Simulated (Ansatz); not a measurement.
Reaction (formal exchange of groups at the Si–Cl bond): `CO[Si](O)(Cl)Cl` + `ClCCCl` → `CO[SiH](O)Cl` + `ClCC(Cl)Cl`

Isolated molecules relaxed with PBE0-D4/def2-TZVP in Ansatz; ΔE leaves out vibrations. CCSD(T)/CBS adds triple-zeta CCSD(T) − MP2 to the extrapolated MP2 energy (def2 sets, frozen cores). This one scheme is used for every species. DFT in def2-TZVPP. Each species was taken in one conformer, which may not be the lowest.

`CO[Si](O)(Cl)Cl`:

Z-matrix (Å, degrees):
```
C
O 1 1.414
H 1 1.090 2 107.7
H 1 1.094 2 111.0 3 119.4
H 1 1.094 2 110.8 3 -119.2
Si 2 1.613 1 126.2 3 -177.9
Cl 6 2.044 2 108.9 1 56.2
O 6 1.615 2 109.9 1 178.5
Cl 6 2.028 2 111.5 1 -63.2
H 8 0.959 6 117.9 2 -58.8
```

`ClCCCl`:

```xyz
8

Cl   -0.325   -1.121   -1.806
C    -0.497    0.131   -0.551
C     0.497   -0.131    0.551
Cl    0.326    1.122    1.806
H    -0.322    1.096   -1.021
H    -1.520    0.088   -0.180
H     0.322   -1.096    1.022
H     1.519   -0.089    0.180
```

`CO[SiH](O)Cl`:

Z-matrix (Å, degrees):
```
C
O 1 1.411
H 1 1.095 2 111.2
H 1 1.094 2 111.2 3 121.5
H 1 1.090 2 107.9 3 -119.1
Si 2 1.623 1 126.5 3 -65.0
Cl 6 2.059 2 108.1 1 -50.2
O 6 1.621 2 109.2 1 -171.5
H 6 1.472 2 113.4 1 69.1
H 8 0.959 6 118.6 2 55.2
```

`ClCC(Cl)Cl`:

Cartesian coordinates in Å:
```
Cl 2.051 -0.423 0.533
C 0.629 -0.077 -0.465
C -0.591 0.175 0.389
Cl -1.093 -1.273 1.265
Cl -1.891 0.755 -0.672
H 0.845 0.816 -1.049
H 0.459 -0.922 -1.130
H -0.410 0.951 1.129
```

Question: Is it downhill or uphill in electronic energy at CCSD(T)/CBS, and by how much? (Estimate.)

Answer: Ansatz gave: Uphill: ΔE = +41.6 kcal/mol.

Question: What do these levels give: ωB97X-V, r2SCAN, SCS-MP2/def2-TZVPP, HF/CBS(def2), MP2/CBS(def2), CCSD/CBS(def2)? (Best estimate.)

Answer: The calculation gave: ωB97X-V 41.5, r2SCAN 42.4, SCS-MP2/def2-TZVPP 41.2, HF/CBS(def2) 45.0, MP2/CBS(def2) 42.0, CCSD/CBS(def2) 42.3 kcal/mol.

Largest T1 diagnostic among the species: 0.011.

In def2-TZVPP, CCSD(T) changes the Hartree–Fock value by −3.6 kcal/mol (the triples alone add −0.7 kcal/mol) and MP2 by −3.1 kcal/mol. From PBE to PBE0 (25 % exact exchange), in def2-TZVPP and without D4, ΔE moves by +1.9 kcal/mol.
